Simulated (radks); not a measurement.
Spherical jellium clusters: N electrons in a uniform positive sphere of charge N and radius rs N^(1/3), rs = 5.58 bohr. Method: non-relativistic Kohn-Sham, LDA (Slater exchange, Perdew-Wang correlation), spin-polarised, spherical densities; computed with a radial shooting solver with Libxc functionals. Levels are named by radial order and angular momentum (1s, 1p, 1d, 2s, ...), and open shells are averaged over m. At N = 40 the configuration is 1s2 1p6 1d10 2s2 1f14 2p(up 3, down 0) 1g(up 3, down 0). The background grows by one charge. Does electron 41 go into 2p down or 1g down or 1g up?

Answer. Into 1g up. The total energies of the other choices lie higher by 0.0189 eV (2p down), 0.102 eV (1g down).
